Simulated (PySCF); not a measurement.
tin monoxide anion (OSn), SMILES [O]=[Sn] (connectivity only; charge and spin as stated), charge -1, multiplicity 2. Geometry optimised at PBE-D3(BJ)/def2-TZVPD. The multiplicity is an assumed one; other spin states were not compared. The def2 effective core potentials stand for the cores of Sn; spin–orbit coupling is left out.

All values below come from PBE-D3(BJ)/def2-TZVPD (PySCF).

Harmonic wavenumbers (cm⁻¹): 687. Rotational constants (GHz): 9.815 (linear); symmetry number 1.

Problem. Work out the zero-point energy and the ideal-gas rigid-rotor harmonic-oscillator thermochemistry at 298.15 K and 1 atm.

Solution. ZPE = ½ Σ hcν = ½ × 687 cm⁻¹ = 0.98 kcal/mol. H − E(el) = 3.13 kcal/mol. Entropy in cal/(mol K): translation 40.61, rotation 14.81, vibration 0.32, spin 1.38, total 57.11. G − E(el) = -13.90 kcal/mol. Cp = 7.81 cal/(mol K).
